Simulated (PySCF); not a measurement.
**Calculated NMR parameters of N#C[C@H]1C[Si@H](C[SiH3])C1**

```yaml
Formula: C5H11NSi2
SMILES: N#C[C@H]1C[Si@H](C[SiH3])C1
Point_group_of_the_computed_structure: C1
Degrees_of_unsaturation: 3
Carbon_signals: 4
Proton_signals: 6
```

Bonds (- single, = double, # triple, : aromatic): N1#C2, C2-C3, C3-C4, C4-Si5, Si5-C6, C6-Si7, Si5-C8, C8-C3. C3 carries H9; C4 carries H10, H11; Si5 carries H12; C6 carries H13, H14; Si7 carries H15, H16, H17; C8 carries H18, H19. Stereochemistry as in N#C[C@H]1C[Si@H](C[SiH3])C1. H10, H19 are cis to C2 on the ring; H11, H18 are trans to C2 on the ring.

Computational details: GIAO PBE0/pcSseg-1 shieldings, geometry: GFN2-xTB, in PySCF 2.14.0 with density-fitted response routines (fast rotation and ring inversion assumed for equivalent nuclei, no solvent, no relativistic terms, one computed conformer).

Chemical shifts δ = σref − σ; ¹H (31.72 ppm) and ¹³C (186.93 ppm) and ²⁹Si (349.16 ppm) vs TMS; NH3 for ¹⁵N (267.73 ppm), all at this level.

| carbon | δC, type | δH (multiplicity) | HMBC from (2–3 bonds) | span of the C tensor (ppm) |
| --- | --- | --- | --- | --- |
| C2 | 129.8, C | – | H9, H10/H19, H11/H18 | 366 |
| C3 | 18.2, CH | 3.04 (m) | H12, H10/H19, H11/H18 | 17 |
| C4/C8 | 21.7, CH2 | H10 1.87 (m); H11 1.87 (m) | H12, H9, H10/H19, H11/H18, H13/H14 | 56 |
| C6 | -6.1, CH2 | 0.09 (m) | H12, H15/H16/H17, H10/H19, H11/H18 | 13 |

Other nuclei:
| atoms | nucleus | environment | δ (ppm) | σ (ppm) |
| --- | --- | --- | --- | --- |
| H12 | ¹H | hydrogen on a silicon bonded to 3 C, in a 4-membered ring | 5.23 | 26.49 |
| H15/H16/H17 | ¹H | hydrogen on a silicon bonded to C | 3.97 | 27.75 |
| Si5 | ²⁹Si | silicon bonded to 3 C, H, in a 4-membered ring | -5.5 | 354.7 |
| Si7 | ²⁹Si | silicon bonded to C, 3 H | -79.2 | 428.3 |
| N1 | ¹⁵N | nitrile nitrogen | 298.4 | -30.7 |

1. Carbon types of the structure: 1 × C, 1 × CH, 3 × CH2, leaving 4 H on heteroatoms.
2. δC 129.8: nitrile carbon; typical of a nitrile.
3. δC 18.2: sp3 CH α to a nitrile; a saturated carbon with 3 carbon neighbours and no heteroatom attached.
4. δC -6.1: sp3 CH2 bonded to 2 Si; an electropositive neighbour leaves it electron-rich and shielded.
5. δH 1.87, 1.87: hydrogen on an sp3 CH2 bonded to Si.
6. δH 0.09: hydrogen on an sp3 CH2 bonded to 2 Si; an electropositive neighbour shields it, as in TMS itself.

Shifts are as computed. Against solution values, carbons near 30 ppm lie about +3 ppm off and those near 130 ppm about +5 ppm. Of 1211 compounds with measured shifts, 218 miss one by over three times the rms of a fit or turn the order of signals round; such compounds aren't used in these exercises. Experimental scales use liquid or dissolved standards, which lie at an offset from isolated NH3 (liquid NH3: subtract about 20 ppm). Unscaled 15N shifts of sp2 nitrogen come out 20 to 40 ppm too high even then. Multiplicities follow the n + 1 count of equivalent neighbours, as no J values were calculated; m marks all less simple cases, F and P coupling included.
